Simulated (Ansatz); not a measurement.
A run for Ansatz (an electronic-structure program): U-CCSD(T)/cc-pV(T+d)Z on F2Si (SMILES F[Si]F), a point of a bond scan (R = 1.448 Å). Files ending in .json are basis or fitting sets from the Basis Set Exchange.

Ansatz 0.2 input:
```yaml
crystal:
  periodic: [false, false, false]
  atoms:
    - {symbol: Si, position_ang: [0.01300632, 0.00212733, 0.57701376]}
    - {symbol: F, position_ang: [0.91166813, -0.63251727, -0.36460659]}
    - {symbol: F, position_ang: [-1.03175149, 0.69972417, -0.42834589]}
basis:
  gaussian:
    orbitals: cc-pV_T+d_Z.json
correlation: {method: ccsd_t, electrons: outside_noble_gas}
scf: {omitted_lower_state_checks: [cluster_reference]}
magnetization: {spin_polarized: true, initial_magnetization: 0}
```

**Question.** Give the final energy of this run.

**Answer.** -488.6121 hartree (reference determinant -487.9897, T1 diagnostic 0.014).

**Question.** How many basis functions does it have, and what does it roughly cost on one machine?

**Answer.** 99 functions; around 7 core-seconds (rough).
